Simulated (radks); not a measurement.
Species: Co+. Configuration: [Ar] 3d7 4p1 (not the ground configuration). Calculated with a radial shooting solver on a logarithmic mesh with Libxc functionals: scalar-relativistic Kohn-Sham, r2SCAN, spin-polarised, spherical densities, finite nucleus; open shells are filled with parallel spins first; meta-GGA in the generalised Kohn-Sham scheme; Fermi nuclear charge, rms radius 3.7875 fm. Some entries of the table are withheld. Estimate them.

orbital  occ.  eigenvalue (eV)  r(max) (bohr)  <r> (bohr)
1s up       1        -7628.586        0.03679     0.05620
1s down     1        -7628.564        0.03679     0.05620
2s up       1        -919.3104         0.2129      0.2551
2s down     1        -917.3173         0.2128      0.2548
2p up       3        -787.0700         0.1721      0.2250
2p down     3        -785.5334         0.1720      0.2246
3s up       1              (1)         0.6680      0.7726
3s down     1              (2)         0.6691      0.7757
3p up       3         -79.8170         0.6787         (3)
3p down     3         -75.5304         0.6805         (4)
3d up       5         -20.1215            (5)       1.019
3d down     2         -16.0403            (6)       1.059
4p up       1          -8.6404          2.725       3.255
4p down     0          -6.5973          2.822       3.436

Answer. 
(1) 3s up eigenvalue (eV): -118.0048
(2) 3s down eigenvalue (eV): -113.6908
(3) 3p up <r> (bohr): 0.8146
(4) 3p down <r> (bohr): 0.8194
(5) 3d up r(max) (bohr): 0.6690
(6) 3d down r(max) (bohr): 0.6768
